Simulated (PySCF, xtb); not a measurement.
C4H6BF, SMILES C#CB(C)CF. Other conformers were not sampled.

Harmonic wavenumbers (cm⁻¹) from GFN2-xTB in xtb 6.7.1 at its own minimum, in rising order: 51, 95, 102, 183, 207, 342, 382, 484, 646, 662, 666, 699, 843, 858, 1007, 1107, 1196, 1200, 1294, 1381, 1416, 1477, 1486, 2195, 2898, 2918, 3004, 3028, 3041, 3364.

### Question
What does PBE0-D3(BJ)/def2-SVP in PySCF give at its own minimum? (The exact figures need the calculation; the answer reports its results.)

### Answer
50, 114, 129, 201, 220, 375, 408, 540, 639, 646, 679, 794, 833, 905, 1079, 1148, 1213, 1256, 1312, 1355, 1423, 1427, 1434, 2176, 3006, 3047, 3049, 3131, 3159, 3477. Paired by order, the mean absolute difference is 45 cm⁻¹ and the zero-point energies are 54.7 and 56.1 kcal/mol.
